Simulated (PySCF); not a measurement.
**Property card for Na3Cl3 ((NaCl)3 ring)**

Compound: (NaCl)3 ring, Na3Cl3.
Geometry (PBE0-D3(BJ)/def2-SVP, Å), atoms numbered from 1 in this order:
```xyz
6
Na3Cl3 angstrom
Na     1.526   -1.721    0.297
Cl    -0.695   -2.456   -0.561
Na    -2.047   -0.415   -0.958
Cl    -1.695    2.003   -0.488
Na     0.543    2.110    0.610
Cl     2.368    0.480    1.100
```

PBE0-D3(BJ)/def2-SVP geometry optimisation, gas phase (PySCF):

| Quantity | Value |
| --- | --- |
| Rotational constants A, B, C | 0.937, 0.905, 0.461 GHz |

From PBE0/def2-SVPD ground state, ΔSCF and vertical TDDFT (core frozen in the response) (PySCF):

| Property | Result |
| --- | --- |
| Dipole moment | 0.40 D |
| HOMO energy | -7.77 eV |
| LUMO energy | -0.88 eV |
| HOMO–LUMO gap | 6.89 eV |
| Lowest singlet excitation | 5.88 eV (211 nm, f = 0.002 summed over 2 states within 0.01 eV) |
| Strongest line among the 10 lowest singlet transitions | S3 at 5.98 eV (207 nm, f = 0.129) |
| Lowest triplet excitation (Tamm–Dancoff) | 5.76 eV |
| Static isotropic polarisability | 77.3 au |
| Vertical ionisation energy | 9.74 eV |
| Electronic spatial extent ⟨r²⟩ about the centre of nuclear charge | 2026 bohr² |

PBE0/pcSseg-1 ground state and GIAO shieldings, non-relativistic (PySCF):

| Item | Value |
| --- | --- |
| Lowest Hirshfeld atomic charge | -0.48 e on Cl2/Cl4/Cl6 |
| Highest Hirshfeld atomic charge | +0.48 e on Na1/Na3/Na5 |
| Isotropic shieldings of nuclei other than C and H, by class | 547 (Na1/Na3/Na5), 1135 (Cl2/Cl4/Cl6) ppm |
| Mayer bond orders between heavy atoms | Na1–Cl2 0.21, Na1–Cl6 0.21, Cl2–Na3 0.21, Na3–Cl4 0.21, Cl4–Na5 0.21, Na5–Cl6 0.21 |

delta-SCF UKS SCAN, pcX-2 on the ionised atom, pcseg-1 elsewhere, spin-free X2C; 2p3/2 from a spin–orbit splitting computed afterwards within the 2p shell (PySCF):

| Item | Value |
| --- | --- |
| Core binding energies | Cl2p3/2 204.1 (Cl2/Cl4/Cl6), Na1s 1078.8 (Na1/Na3/Na5), Cl1s 2826.7 (Cl2/Cl4/Cl6) eV |

Monoisotopic mass (most abundant isotopes): 173.8759 u.

The polarisability is 11.45 Å³ as a volume (1 au = 0.148185 Å³), or 0.92 au for each of the 84 electrons. The dipole equals about 1.3 × 10⁻³⁰ C·m (1 D = 3.33564 × 10⁻³⁰ C·m). The rotational constants make it an asymmetric top with κ = (2B − A − C)/(A − C) = 0.86, nearer the oblate limit (+1). The 10 singlets span 5.88 to 6.57 eV, and their oscillator strengths add up to 0.37. The ΔSCF ionisation energy exceeds −ε(HOMO) by 1.97 eV with PBE0. No computed singlet falls in the visible range (750 to 380 nm, 1.65 to 3.26 eV); S1 lies 2.62 eV above its blue end. The largest Löwdin shares of the LUMO are 0.30 on Na1, 0.28 on Na3, 0.28 on Na5 and 0.05 on Cl2.

For the core-ionisation job (SCAN ΔSCF), on one thread, Arm Neoverse V1, no GPU, on a shared host, this took 7.9 s.

One conformer stands for the species.
